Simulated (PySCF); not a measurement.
# MAl anions for M along the chalcogens

PBE0 with double-zeta basis sets in PySCF, for the lowest determinant that a PBE0 search found; no spin–orbit coupling. De refers to high-spin ground-configuration atoms (the charge goes to the atom of lower measured ionisation energy or higher electron affinity, which is not always the lowest computed limit). A positive dipole points towards Al; it is taken about the centre of mass and depends on that origin.

| M | basis | charged atom | state (unpaired electrons) | Re (Å) | ωe (cm⁻¹) | De (eV) | μ (D) |
| --- | --- | --- | --- | --- | --- | --- | --- |
| O | aug-cc-pV(D+d)Z/aug-cc-pVDZ | O− | singlet (closed shell) | 1.645 | 960 | 6.02 | 1.26 |
| S | def2-SVPD | S− | singlet (closed shell) | 2.109 | 571 | 4.72 | 0.43 |
| Se | aug-cc-pVDZ-DK | Se− | singlet (closed shell) | 2.249 | 435 | 4.21 | -1.70 |
| Te | def2-SVPD | Te− | singlet (closed shell) | 2.464 | 368 | 3.74 | -2.36 |

The shortest bond is that of AlO⁻ (1.645 Å), the longest that of AlTe⁻ (2.464 Å). AlO⁻ is bound most strongly (6.02 eV) and AlTe⁻ least (3.74 eV).

The rows differ in basis set, which adds steps of its own.

Down a group the atoms grow and get heavier, so bonds lengthen and wavenumbers fall; this series shows no clear exception.

These are scalar-relativistic numbers at best; spin–orbit coupling would shift them, the dissociation energy most. For an ion De counts to the pair picked by the measured ionisation energies or electron affinities, which need not be the lowest pair at this level.
